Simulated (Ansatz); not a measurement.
**Which is lower?**

Two relaxed structures of SiH₃SeO (charge -1), closed shell (PBE0-D4/def2-TZVPD; forces vanish, vibrations not checked).

A:

```csv
atom,x (Å),y (Å),z (Å)
O1,-1.0546,-0.7338,-0.4003
Si2,0.3321,0.0713,0.1433
Se3,1.8449,-1.2359,0.9828
H4,-1.6968,-0.1173,-0.7600
H5,0.7765,0.8873,-1.0518
H6,-0.2021,1.1283,1.0861
```

B:

| atom | x (Å) | y (Å) | z (Å) |
| --- | --- | --- | --- |
| O1 | -1.0880 | -0.7892 | -0.0586 |
| Si2 | 0.5154 | 0.0980 | 0.3508 |
| Se3 | -1.1129 | -2.4386 | -1.0802 |
| H4 | -1.6716 | -0.2014 | -0.5435 |
| H5 | 0.7170 | 0.6476 | -1.0728 |
| H6 | -0.3067 | 1.3433 | 0.7711 |

Computed with Ansatz 0.2.0 (basis: def2-TZVPPD); correlated methods freeze the cores. Filled d shells of the heavier atoms are correlated. The def2 sets are not built for correlating such inner shells, so the correlated values are less sure here. B3LYP uses VWN-RPA correlation.

(1) Which structure is lower at CCSD(T), and by how much? (An estimate is asked for; the value comes from the calculation.)

T1 diagnostic: at most 0.013.

Results:

(1) By the calculation: A, by 372.2 kJ/mol (electronic energy, against the other). By their contacts, A is SiH₃SeO ([OH][SiH2][Se]), total charge -1 and B is SiH₃SeO ([SiH2][OH][Se]), total charge -1.

All methods give the same order:

```tsv
method	E(B) − E(A) (kJ/mol)
PBE-D4	363.3
r2SCAN-D4	394.0
PBE0-D4	380.6
B3LYP-D4	362.3
wB97M-V	363.9
HF	385.9
MP2	401.3
CCSD	373.3
CCSD(T)	372.2
```

Labels in which every atom is bracketed show which atoms are joined, not bond orders.

For scale, one of the runs: CCSD(T)/def2-TZVPPD, 196 basis functions, launched by `ansatz run in.yaml --threads 2 --pin off --events-out ev --progress --plain --max-ram 4352MiB`. The run took 64 s on 2 CPU threads of an Intel Xeon Platinum 8488C (shared host), with 2.2 GiB of host memory at its peak.
